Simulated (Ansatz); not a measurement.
`C[O][AlH][SH]` and `C[O][Al]([SH])[SH]` differ in one atom or group.

Ansatz, PBE0-D4/def2-TZVP geometries, multiplicity 1. Each molecule was computed in one conformer, which needn't be the lowest.

```csv
property,`C[O][AlH][SH]`
size of the dipole moment (ωB97M-V/def2-TZVPP) / D,1.54
HOMO–LUMO gap (B3LYP/def2-TZVPP) / eV,6.66
HOMO energy (B3LYP/def2-TZVPP) / eV,-7.43
HOMO–LUMO gap (ωB97M-V/def2-TZVPP) / eV,10.93
HOMO–LUMO gap (PBE0/def2-TZVPP) / eV,7.12
HOMO–LUMO gap (PBE/def2-TZVPP) / eV,5.12
```

**Question.** What does the change do to each property? (Estimate.)

**Answer.** Computed: 
```tsv
property	`C[O][Al]([SH])[SH]`	shift
size of the dipole moment (ωB97M-V/def2-TZVPP) / D	1.02	-0.52
HOMO–LUMO gap (B3LYP/def2-TZVPP) / eV	6.67	0.01
HOMO energy (B3LYP/def2-TZVPP) / eV	-7.34	0.09
HOMO–LUMO gap (ωB97M-V/def2-TZVPP) / eV	10.99	0.06
HOMO–LUMO gap (PBE0/def2-TZVPP) / eV	7.21	0.09
HOMO–LUMO gap (PBE/def2-TZVPP) / eV	5.15	0.03
```

With PBE0 the HOMO rises by 0.08 eV and the LUMO rises by 0.17 eV, so the gap widens by about 0.09 eV. PBE moves the HOMO by 0.05 eV and ωB97M-V by 0.12 eV. Dipoles are sizes alone; their direction can turn.

B3LYP here is the variant with VWN-RPA as its local correlation; programs differ in this.
